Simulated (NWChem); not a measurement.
CH4F2O2Si; SMILES O[Si](O)(F)CF

```xyz
10

O     -1.2317     0.5050     1.1202
Si     0.0186     0.3923     0.0572
O      1.1998     1.4338     0.5062
F     -0.5560     0.7590    -1.4142
C      0.7932    -1.3110    -0.0316
F     -0.1932    -2.2403    -0.3134
H     -2.0629     0.0846     0.8806
H      0.9437     2.3197     0.7795
H      1.2737    -1.5706     0.9279
H      1.5733    -1.3594    -0.8115
```
Atoms are numbered in this order, from 1.

Computed with NWChem. Pople sets run with spherical d functions. Coordinates come from a PBE0/def2-SVP optimisation. B3LYP is NWChem's, with the RPA form of VWN correlation. Atomic charges in e: unrestrained fits to the electrostatic potential beside Mulliken populations; buried atoms are poorly determined by the fit.

For level Hartree-Fock/6-31G*:

| Property | Result |
|---|---|
| ESP O1 | -0.82 |
| Mulliken O1 | -0.89 |
| ESP Si2 | 1.29 |
| Mulliken Si2 | 1.55 |
| ESP O3 | -0.86 |
| Mulliken O3 | -0.88 |
| Mulliken F4 | -0.53 |
| Mulliken C5 | -0.15 |

**Question.** What are these values for level B3LYP/def2-SVP?

**Answer.** 
| Property | Result |
|---|---|
| ESP O1 | -0.71 |
| Mulliken O1 | -0.39 |
| ESP Si2 | 1.07 |
| Mulliken Si2 | 0.84 |
| ESP O3 | -0.75 |
| Mulliken O3 | -0.38 |
| Mulliken F4 | -0.34 |
| Mulliken C5 | 0.07 |
